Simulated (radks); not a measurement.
Task: The table gives one normalised radial function P(r) = r R(r) of Re in [Xe] 4f13.5 5d5 6s2 6p0.5 (r in bohr). Calculated with a radial shooting solver on a logarithmic mesh with Libxc functionals: scalar-relativistic Kohn-Sham, PBE, spin-unpolarised, spherical densities, finite nucleus; Fermi nuclear charge, rms radius 5.3698 fm.

| r | P |
|---|---|
| 0.003279 | 0.0000 |
| 0.003848 | 0.0000 |
| 0.004516 | 0.0000 |
| 0.005299 | 0.0000 |
| 0.006219 | 0.0000 |
| 0.007298 | 0.0000 |
| 0.008564 | 0.0001 |
| 0.01005 | 0.0001 |
| 0.01179 | 0.0002 |
| 0.01373 | 0.0003 |
| 0.01611 | 0.0005 |
| 0.01891 | 0.0010 |
| 0.02219 | 0.0017 |
| 0.02604 | 0.0030 |
| 0.03056 | 0.0051 |
| 0.03586 | 0.0088 |
| 0.04208 | 0.0149 |
| 0.04938 | 0.0249 |
| 0.05795 | 0.0409 |
| 0.068 | 0.0657 |
| 0.0798 | 0.1032 |
| 0.09365 | 0.1580 |
| 0.109 | 0.2308 |
| 0.1279 | 0.3335 |
| 0.1501 | 0.4651 |
| 0.1762 | 0.6241 |
| 0.2068 | 0.8027 |
| 0.2426 | 0.9858 |
| 0.2847 | 1.1525 |
| 0.3341 | 1.2790 |
| 0.3921 | 1.3429 |
| 0.4601 | 1.3320 |
| 0.54 | 1.2480 |
| 0.6337 | 1.1045 |
| 0.7436 | 0.9232 |
| 0.8657 | 0.7375 |
| 1.016 | 0.5484 |
| 1.192 | 0.3815 |
| 1.399 | 0.2467 |
| 1.642 | 0.1474 |
| 1.927 | 0.0807 |
| 2.261 | 0.0401 |
| 2.653 | 0.0179 |
| 3.114 | 0.0070 |
| 3.654 | 0.0024 |
| 4.288 | 0.0007 |
| 5.032 | 0.0002 |
| 5.858 | 0.0000 |
| 6.874 | 0.0000 |
| 8.067 | 0.0000 |
| 9.467 | 0.0000 |
| 11.11 | 0.0000 |
| 13.04 | 0.0000 |
| 15.3 | 0.0000 |

Which n and l does it have? It may be an empty orbital.

Result: n = 4, l = 3: the number of nodes gives n - l - 1 = 0, the rise at small r (about r^(l+1), flatter next to the nucleus through relativity) gives l, and the extent must fit the shell. The curve is that of 4f. 4f: eigenvalue -49.224 eV, 0 radial nodes, <r> = 0.573 bohr, 90 % of the charge inside 0.937 bohr.
